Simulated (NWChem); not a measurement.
# AlO, doublet; SMILES [O]=[Al]

Computed with NWChem. Pople sets run with spherical d functions. Spin-unrestricted. Coordinates come from a PBE0/def2-SVP, spin-unrestricted optimisation. No stability test was run on the SCF state. Level SCAN/6-31G*: energy and gradient on several grids; changes count from the extra-fine grid, which is no exact limit either.

```tsv
grid	size of the energy change (μHa)	largest change of a gradient component (μHa/bohr)
xcoarse	4000	4000
coarse	400	< 30
medium	1000	1000
fine	400	100
xfine	< 10	< 30
```
